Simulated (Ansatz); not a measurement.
Ansatz (an electronic-structure program) input (HF/6-31G*):

Ansatz 0.2 input:
```yaml
crystal:
  periodic: [false, false, false]
  atoms:
    - {symbol: C, position_ang: [-1.85851054, -0.37072105, -0.04657858]}
    - {symbol: B, position_ang: [-0.36071441, -0.07195247, -0.00904034]}
    - {symbol: Cl, position_ang: [0.80917145, -1.36205370, 0.27279099]}
    - {symbol: Cl, position_ang: [0.23717122, 1.57076989, -0.24656722]}
    - {symbol: H, position_ang: [-2.24444562, -1.36470723, 0.09574080]}
    - {symbol: H, position_ang: [-2.58874451, 0.40062053, -0.21687175]}
basis:
  gaussian:
    orbitals: 6-31G*
hamiltonian:
  xc: {name: HF}
magnetization: {spin_polarized: true, initial_magnetization: 1}
phonons: {temperatures: {t_min: 298.15, t_max: 298.15, t_step: 100}}
```

Output:

```
Functional definition: HF
integrals: 0.02 GiB planned
780 factors; integrals over basis functions are off by at most 4.1e-4 eV
mean field: 0.25 GiB planned
mean field evaluation 1: about -26740.1814 eV, gradient 1.5e1 eV
mean field evaluation 2: about -26740.1834 eV, gradient 1.5e1 eV
mean field evaluation 4: about -26741.6603 eV, gradient 1.9e0 eV
mean field evaluation 8: about -26741.6981 eV, gradient 2.5e-4 eV
mean field -26741.69795385 eV, -982.7392736302 hartree, gradient 1.7e-5 eV, S^2 0.757525; 0 other end points of the search recorded, 0 dependent functions left out
the calculation of the forces begins
reference -26741.69795385 eV, -982.7392736302 hartree; 24, 23 occupied and 48, 49 virtual orbitals, 780 factors
these checks for a lower state are left out or cut short: stability, starts, cluster_reference, orbital_swaps, neighbouring_geometries, increment
integrals: 0.02 GiB planned
780 factors; integrals over basis functions are off by at most 4.1e-4 eV
mean field: 0.25 GiB planned
mean field evaluation 16: about -26741.6978 eV, gradient 2.1e-6 eV
mean field -26741.69781272 eV, -982.7392684437 hartree, gradient 2.0e-6 eV, S^2 0.757529; 0 other end points of the search recorded, 0 dependent functions left out
the calculation of the forces begins
reference -26741.69781272 eV, -982.7392684437 hartree; 24, 23 occupied and 48, 49 virtual orbitals, 780 factors
these checks for a lower state are left out or cut short: stability, starts, cluster_reference, orbital_swaps, neighbouring_geometries, increment
integrals: 0.02 GiB planned
780 factors; integrals over basis functions are off by at most 4.1e-4 eV
mean field: 0.25 GiB planned
mean field -26741.69781756 eV, -982.7392686215 hartree, gradient 2.0e-6 eV, S^2 0.757521; 0 other end points of the search recorded, 0 dependent functions left out
the calculation of the forces begins
reference -26741.69781756 eV, -982.7392686215 hartree; 24, 23 occupied and 48, 49 virtual orbitals, 780 factors
these checks for a lower state are left out or cut short: stability, starts, cluster_reference, orbital_swaps, neighbouring_geometries, increment
integrals: 0.02 GiB planned
780 factors; integrals over basis functions are off by at most 4.1e-4 eV
mean field: 0.25 GiB planned
mean field evaluation 32: about -26741.6979 eV, gradient 1.9e-6 eV
mean field -26741.69786210 eV, -982.7392702583 hartree, gradient 2.0e-6 eV, S^2 0.757540; 0 other end points of the search recorded, 0 dependent functions left out
the calculation of the forces begins
reference -26741.69786210 eV, -982.7392702583 hartree; 24, 23 occupied and 48, 49 virtual orbitals, 780 factors
these checks for a lower state are left out or cut short: stability, starts, cluster_reference, orbital_swaps, neighbouring_geometries, increment
integrals: 0.02 GiB planned
780 factors; integrals over basis functions are off by at most 4.1e-4 eV
mean field: 0.25 GiB planned
mean field -26741.69786186 eV, -982.7392702495 hartree, gradient 2.0e-6 eV, S^2 0.757510; 0 other end points of the search recorded, 0 dependent functions left out
the calculation of the forces begins
reference -26741.69786186 eV, -982.7392702495 hartree; 24, 23 occupied and 48, 49 virtual orbitals, 780 factors
these checks for a lower state are left out or cut short: stability, starts, cluster_reference, orbital_swaps, neighbouring_geometries, increment
integrals: 0.02 GiB planned
780 factors; integrals over basis functions are off by at most 4.1e-4 eV
mean field: 0.25 GiB planned
mean field -26741.69790844 eV, -982.7392719612 hartree, gradient 1.9e-6 eV, S^2 0.757528; 0 other end points of the search recorded, 0 dependent functions left out
the calculation of the forces begins
reference -26741.69790844 eV, -982.7392719612 hartree; 24, 23 occupied and 48, 49 virtual orbitals, 780 factors
these checks for a lower state are left out or cut short: stability, starts, cluster_reference, orbital_swaps, neighbouring_geometries, increment
integrals: 0.02 GiB planned
780 factors; integrals over basis functions are off by at most 4.1e-4 eV
mean field: 0.25 GiB planned
mean field -26741.69790536 eV, -982.7392718480 hartree, gradient 2.0e-6 eV, S^2 0.757522; 0 other end points of the search recorded, 0 dependent functions left out
the calculation of the forces begins
reference -26741.69790536 eV, -982.7392718480 hartree; 24, 23 occupied and 48, 49 virtual orbitals, 780 factors
these checks for a lower state are left out or cut short: stability, starts, cluster_reference, orbital_swaps, neighbouring_geometries, increment
integrals: 0.02 GiB planned
780 factors; integrals over basis functions are off by at most 4.1e-4 eV
mean field: 0.25 GiB planned
mean field -26741.69793150 eV, -982.7392728087 hartree, gradient 2.0e-6 eV, S^2 0.757523; 0 other end points of the search recorded, 0 dependent functions left out
the calculation of the forces begins
reference -26741.69793150 eV, -982.7392728087 hartree; 24, 23 occupied and 48, 49 virtual orbitals, 780 factors
these checks for a lower state are left out or cut short: stability, starts, cluster_reference, orbital_swaps, neighbouring_geometries, increment
integrals: 0.02 GiB planned
780 factors; integrals over basis functions are off by at most 4.1e-4 eV
mean field: 0.25 GiB planned
mean field evaluation 64: about -26741.6979 eV, gradient 4.9e-2 eV
mean field -26741.69793396 eV, -982.7392728991 hartree, gradient 1.9e-6 eV, S^2 0.757527; 0 other end points of the search recorded, 0 dependent functions left out
the calculation of the forces begins
reference -26741.69793396 eV, -982.7392728991 hartree; 24, 23 occupied and 48, 49 virtual orbitals, 780 factors
these checks for a lower state are left out or cut short: stability, starts, cluster_reference, orbital_swaps, neighbouring_geometries, increment
integrals: 0.02 GiB planned
780 factors; integrals over basis functions are off by at most 4.1e-4 eV
mean field: 0.25 GiB planned
mean field -26741.69784164 eV, -982.7392695064 hartree, gradient 2.0e-6 eV, S^2 0.757501; 0 other end points of the search recorded, 0 dependent functions left out
the calculation of the forces begins
reference -26741.69784164 eV, -982.7392695064 hartree; 24, 23 occupied and 48, 49 virtual orbitals, 780 factors
these checks for a lower state are left out or cut short: stability, starts, cluster_reference, orbital_swaps, neighbouring_geometries, increment
integrals: 0.02 GiB planned
780 factors; integrals over basis functions are off by at most 4.1e-4 eV
mean field: 0.25 GiB planned
mean field -26741.69784877 eV, -982.7392697686 hartree, gradient 2.0e-6 eV, S^2 0.757549; 0 other end points of the search recorded, 0 dependent functions left out
the calculation of the forces begins
reference -26741.69784877 eV, -982.7392697686 hartree; 24, 23 occupied and 48, 49 virtual orbitals, 780 factors
these checks for a lower state are left out or cut short: stability, starts, cluster_reference, orbital_swaps, neighbouring_geometries, increment
integrals: 0.02 GiB planned
780 factors; integrals over basis functions are off by at most 4.1e-4 eV
mean field: 0.25 GiB planned
mean field -26741.69794016 eV, -982.7392731271 hartree, gradient 1.3e-6 eV, S^2 0.757518; 0 other end points of the search recorded, 0 dependent functions left out
the calculation of the forces begins
reference -26741.69794016 eV, -982.7392731271 hartree; 24, 23 occupied and 48, 49 virtual orbitals, 780 factors
these checks for a lower state are left out or cut short: stability, starts, cluster_reference, orbital_swaps, neighbouring_geometries, increment
integrals: 0.02 GiB planned
780 factors; integrals over basis functions are off by at most 4.1e-4 eV
mean field: 0.25 GiB planned
mean field evaluation 96: about -26741.6979 eV, gradient 1.3e-6 eV
mean field -26741.69793418 eV, -982.7392729074 hartree, gradient 1.3e-6 eV, S^2 0.757532; 0 other end points of the search recorded, 0 dependent functions left out
the calculation of the forces begins
reference -26741.69793418 eV, -982.7392729074 hartree; 24, 23 occupied and 48, 49 virtual orbitals, 780 factors
Total energy: -26741.69795385 eV, -982.7392736302 hartree
Atom 0 at    -1.858511    -0.370721    -0.046579 Å, force    -0.001795    -0.000358    -0.000045 eV/Å
Atom 1 at    -0.360714    -0.071952    -0.009040 Å, force     0.000146     0.000029     0.000004 eV/Å
Atom 2 at     0.809171    -1.362054     0.272791 Å, force    -0.000695     0.000644    -0.000147 eV/Å
Atom 3 at     0.237171     1.570770    -0.246567 Å, force    -0.000401    -0.000862     0.000120 eV/Å
Atom 4 at    -2.244446    -1.364707     0.095741 Å, force     0.001663    -0.001216     0.000298 eV/Å
Atom 5 at    -2.588745     0.400621    -0.216872 Å, force     0.001082     0.001763    -0.000229 eV/Å
Dipole moment:    -0.453596    -0.090480    -0.011368 e Å
Vibrations: 289.19 302.00 305.00 467.23 579.50 781.47 828.00 1108.18 1238.64 1592.15 3327.90 3420.36 cm⁻¹, zero-point energy 0.882744 eV
```

The blocks after the first are displaced geometries, from whose forces the wavenumbers follow.
